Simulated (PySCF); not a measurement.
C6H9FO2Si.
Atom-mapped SMILES: `[CH2:1]=[CH:2][CH2:3][O:4][C@@H:5]1[CH:6]=[C:7]([F:8])[SiH2:9][O:10]1`

Cartesian coordinates in Å at the GFN2-xTB level; atoms count from 1:
```
atom  x, y, z in Å
C1     1.854    1.555   -0.315
C2     2.338    0.331   -0.241
C3     1.705   -0.868   -0.889
O4     0.336   -0.696   -1.219
C5    -0.560   -1.046   -0.219
C6    -1.949   -0.821   -0.744
C7    -2.625    0.102   -0.073
F8    -3.879    0.463   -0.395
Si9   -1.557    0.759    1.346
O10   -0.372   -0.298    0.957
H11    2.339    2.390    0.160
H12    0.942    1.757   -0.851
H13    3.257    0.118    0.288
H14    1.824   -1.748   -0.241
H15    2.208   -1.072   -1.843
H16   -0.407   -2.106    0.068
H17   -2.270   -1.365   -1.615
H18   -2.050    0.410    2.671
H19   -1.146    2.145    1.164
```

NICS = −σ at a ghost point: NICS(0) at the centroid of the ring atoms, NICS(1) 1 Å to either side along the normal of their mean plane, zz for the tensor component along that normal. Level: GIAO PBE0/pcSseg-1 (PySCF, non-relativistic, gas phase) on the GFN2-xTB geometry, one conformer.

Ring bond lengths (Å), with Mayer bond orders in brackets: C5–C6 1.502 (1.04), C6–C7 1.326 (1.80), C7–Si9 1.894 (0.86), Si9–O10 1.636 (0.96), O10–C5 1.406 (0.91).

**Question.** What do the NICS probes read (ppm)?

**Answer.** 
```json
{"ring": "C5–C6–C7–Si9–O10", "type": "5-membered ring with O and Si; formal bonds 1 double, 4 single", "NICS(0)": "-5.8", "NICS(1), two faces": "-3.5 / -2.8", "NICS(1)zz, two faces": "-3.9 / -1.3", "rms pucker (Å)": "0.03", "centre to ring atoms, mean (Å)": "1.32"}
```

**Question.** What can be read from them?

**Answer.** 
- C5–C6–C7–Si9–O10: mean NICS(1)zz -2.6 ppm, near zero. C5, Si9 have four or more neighbours, and the NICS criterion for π rings isn't applied.

**Question.** How shielded are the nuclei of the rings and their hydrogens (means over atoms taken as equivalent)?

**Answer.** 
```json
{"atoms": "C5", "environment": "sp3 carbon bearing two oxygens", "σ isotropic (ppm)": "78.9"}
{"atoms": "C6", "environment": "alkene CH carbon", "σ isotropic (ppm)": "53.3"}
{"atoms": "C7", "environment": "vinylic C–F carbon", "σ isotropic (ppm)": "6.3"}
{"atoms": "Si9", "environment": "oxygen-bound silicon", "σ isotropic (ppm)": "375.8"}
{"atoms": "O10", "environment": "silyl ether oxygen", "σ isotropic (ppm)": "263.6"}
{"atoms": "H16", "environment": "methine hydrogen", "σ isotropic (ppm)": "25.76"}
{"atoms": "H17", "environment": "vinylic hydrogen", "σ isotropic (ppm)": "25.27"}
{"atoms": "H18", "environment": "Si–H hydrogen", "σ isotropic (ppm)": "26.63"}
{"atoms": "H19", "environment": "Si–H hydrogen", "σ isotropic (ppm)": "26.44"}
```

Time: 82 s wall; peak memory 1.1 GiB. Hardware: one thread of an Arm Neoverse N1, on a shared host. This is the whole shielding run at PBE0/pcSseg-1, SCF included.
